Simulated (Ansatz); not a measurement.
The same molecule with X = O, S, Se, Te. Ansatz, PBE0-D4/def2-TZVP geometries, multiplicity 1. Each molecule was computed in one conformer, which needn't be the lowest.

Elements past krypton have def2 core potentials. Scalar relativity is left out up to krypton. Spin–orbit coupling is left out; it splits and shifts lone-pair levels of the heavy atoms by tenths of an eV.

```csv
X,molecule,mean X–C bond length / Å,mean X–H bond length / Å,HOMO–LUMO gap (PBE/def2-TZVPP) / eV,HOMO–LUMO gap (PBE0/def2-TZVPP) / eV,HOMO–LUMO gap (B3LYP/def2-TZVPP) / eV
O,`C=[C](O)[GeH3]`,1.365,0.959,4.91,7.06,6.53
Se,`C=[C]([GeH3])[SeH]`,1.907,1.469,4.02,6.01,5.58
Te,`C=[C]([GeH3])[TeH]`,2.106,1.659,3.48,5.30,4.87
```

Give the row for X = S, `C=[C](S)[GeH3]`. (Best estimate.)

Ansatz gave: 
| X | molecule | mean X–C bond length / Å | mean X–H bond length / Å | HOMO–LUMO gap (PBE/def2-TZVPP) / eV | HOMO–LUMO gap (PBE0/def2-TZVPP) / eV | HOMO–LUMO gap (B3LYP/def2-TZVPP) / eV |
| --- | --- | --- | --- | --- | --- | --- |
| S | `C=[C](S)[GeH3]` | 1.758 | 1.342 | 4.21 | 6.23 | 5.80 |

From O to Te the mean X–C bond length rises at each step, by 0.741 Å in all; the mean X–H bond length rises at each step, by 0.700 Å in all; the HOMO–LUMO gap (PBE/def2-TZVPP) falls at each step, by 1.43 eV in all; the HOMO–LUMO gap (PBE0/def2-TZVPP) falls at each step, by 1.76 eV in all; the HOMO–LUMO gap (B3LYP/def2-TZVPP) falls at each step, by 1.66 eV in all. Bonds lengthen as the atom grows down the group.

Positive LUMOs are unbound, so they and the gaps depend on the basis.

B3LYP here is the variant with VWN-RPA as its local correlation; programs differ in this.
